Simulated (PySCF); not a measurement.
C8H6N (doublet state).
Structure used (GFN2-xTB), in Å, numbered top down from 1:
```xyz
15
C8H6N angstrom
N     -3.1726   -1.0076   -0.7386
C     -2.1546   -1.3116   -0.3174
C     -0.8604   -1.6650    0.2158
C      0.1090   -0.5530   -0.0298
C      1.2651   -0.5431   -0.6982
C      1.7227    0.8616   -0.5638
C      0.5655    1.8115   -0.5023
C      1.2771    1.4651    0.7343
C     -0.0852    0.8475    0.4735
H     -0.5151   -2.5856   -0.2613
H     -0.9712   -1.8420    1.2920
H      1.7803   -1.3240   -1.2183
H      0.2670    2.7126   -0.9919
H      1.7250    2.0081    1.5381
H     -0.9570    1.1336    1.0459
```

The hyperfine couplings belong to this conformer and change with its torsions.

As a line formula: `N#CCC1=C[C]2[C@@H]3[C@H]2[C@H]13` [radical].

Computed with UKS B3LYP, pcH-1 on C H N, non-relativistic, mean-field spin-orbit, GIAO (PySCF 2.14.0). One conformer (not necessarily the lowest) at the GFN2-xTB geometry, without solvent, vibrations or thermal averaging. A GFN2-xTB geometry isn't a minimum of the functional, and hyperfine couplings can be far from their values at a DFT geometry. No stability test was run, so a lower SCF solution isn't excluded.

Q: Give the principal g shifts and their parts.

A: 
```json
{"Δg (ppm)": "relativistic mass correction", "1": "-165", "2": "-165", "3": "-165"}
{"Δg (ppm)": "gauge correction", "1": "15", "2": "25", "3": "-18"}
{"Δg (ppm)": "orbital Zeeman/spin–orbit", "1": "-18", "2": "81", "3": "493"}
{"Δg (ppm)": "total", "1": "-169", "2": "-60", "3": "310"}
```

So g = 2.00215, 2.00226, 2.00263 and g_iso = 2.00235; the tensor is rhombic: the two nearest values differ by 23 % of g3 − g1. 

Q: At 9.636 GHz, how far is the centre of the isotropic spectrum from where a free electron (g = 2.002319) resonates?

A: B = hν/(g μB) with μB/h = 13.99624 MHz/mT gives 343.84 mT for the free electron and 343.83 mT at g_iso, the same within 0.01 mT.

Q: What are the electron Larmor frequencies g μB B/h along the three axes at 350 mT?

A: 9.8079, 9.8084, 9.8103 GHz for g1, g2 and g3, a range of 2.3 MHz.

Q: How much does each term add to the isotropic shift?

A: The orbital-Zeeman/spin–orbit term 185, the mass correction -165 and the gauge correction 7 ppm, for a total of 27 ppm. The orbital-Zeeman/spin–orbit term is the largest in size. The mass correction is the same along every axis, so the anisotropy comes from the other two: their spans along these axes are 43 (gauge) and 511 ppm (orbital Zeeman/spin–orbit).

Q: In a frozen sample, at which fields do the three g values resonate at 9.5, 34, 94 and 263 GHz (hyperfine left aside), and which band first spreads them over more than twice a line width of 0.5 mT?

A: 
| band | GHz | B(g3) mT | B(g2) mT | B(g1) mT | spread mT |
| --- | --- | --- | --- | --- | --- |
| X | 9.5 | 338.93 | 338.99 | 339.01 | 0.08 |
| Q | 34.0 | 1213.02 | 1213.24 | 1213.31 | 0.29 |
| W | 94.0 | 3353.64 | 3354.25 | 3354.44 | 0.80 |
| J | 263.0 | 9383.04 | 9384.77 | 9385.29 | 2.24 |

The spread grows in proportion to the frequency. J band is the first where it exceeds 1.0 mT.

The largest Mulliken spin population is on C6 (+0.95). The angles at C6 add up to 281.7°, so it is pyramidal.

The HOMO–LUMO gaps are 6.13 eV among the α and 3.86 eV among the β orbitals.
